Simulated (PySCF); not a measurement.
CH₃S, SMILES [CH2]S, multiplicity 2. Coordinates come from a PBE-D3(BJ)/def2-TZVP optimisation. The isomer is the one that the SMILES or the coordinates give; other isomers of the formula were not compared.

Computed equilibrium geometry at PBE-D3(BJ)/def2-TZVP (PySCF confirms it by a frequency run) as bond lengths and angles, and its point group:
point group Cs.
Atoms: C1 S2 H3 H4 H5. Bonds (Å): C1–S2 1.717, C1–H3 1.086, C1–H4 1.085, S2–H5 1.354. Bond angles (°): S2–C1–H3 116.6, S2–C1–H4 122.1, H3–C1–H4 121.3, C1–S2–H5 98.0.
Charge 0, spin multiplicity 2.
